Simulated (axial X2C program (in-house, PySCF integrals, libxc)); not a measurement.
**Potential curves of TaC⁻, without spin–orbit coupling**

All values were computed with an in-house relativistic program for diatomic molecules. Spin-free means the one-electron spin-free X2C Hamiltonian. Basis: Ta dyall-acv3z [14s15p10d7f4g], C dyall-av3z [8s7p3d2f] (cores contracted in-house); Gaussian nuclei, density fitting, unrestricted open shells. Masses: Ta 180.948 u, C 12.000 u.

State: M_S = 0, Λ = 0 (closed shell). Energies in kJ/mol from the fragments at the same level (Ta + C-). Fits are polynomials in 1 − R0/R over 0.85 to 1.23 times the lowest point R0.

| R (Å) | HF |
| --- | --- |
| 1.5112 | -26.92 |
| 1.5807 | -104.55 |
| 1.6328 | -135.64 |
| 1.6849 | -148.43 |
| 1.7370 | -146.61 |
| 1.7978 | -130.08 |
| 1.8586 | -101.97 |
| 1.9368 | -54.51 |
| 2.0323 | 12.00 |
| 2.1713 | 111.68 |

The state is a single determinant with fixed occupations, the lowest that a limited PBE0 search found. Closed shells are restricted here (equal orbitals for both partners); the stretched side of such a curve lies too high. Dissociation energies refer to the lowest single-determinant-based atoms at the same level and basis. Hartree–Fock gets electron affinities wrong, so its lowest charge split need not be the true one.

Task: Fit the HF curve near its minimum: give the equilibrium distance, the harmonic wavenumber and the well depth.

Result: At HF, spin-free: Re = 1.703 Å, ωe ≈ 1110 cm⁻¹, De = 1.55 eV to Ta + C-; Be follows as 0.516 cm⁻¹.
